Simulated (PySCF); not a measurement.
**Polarisability and C₆ of Pb⁻ (lead, charge -1)**

[Xe] 4f14 5d10 6s2 6p3, high-spin 4S determinant. Calculation: PySCF 2.14, in aug-cc-pVQZ-PP with one added diffuse shell each of s, p, d, f, g type with ECP60MDF (8s8p6d4f3g, 117 functions); a scalar-relativistic core potential. Coupled (time-dependent) response in atomic units; α is the mean over directions.

```
method  mean α (bohr³)  C₆ (like pair)  S(−4)
   UHF           228.9            4115  35010
```

S(−4) is the Cauchy moment in α(ω) = α(0) + S(−4) ω² + …

α(iu) at UHF:

```
u (hartree)  α(iu) (bohr³)
          0          228.9
     0.0500          172.8
      0.100          113.5
      0.200          58.81
      0.300          36.58
      0.500          18.82
      0.750          10.85
       1.00          7.352
       1.50          4.256
       2.00          2.859
       3.00          1.569
       5.00         0.6740
```

For an ion, C₆ is the dispersion term alone; charge-induced terms of lower order in 1/R come first.

Energies and moments cover only the electrons outside the core potential. Spin-orbit coupling, which splits the p, d and f shells strongly at this Z, is absent. Spin-orbit coupling is strong in this species (close to jj coupling), so the high-spin LS determinant is a model state, not a physical level.
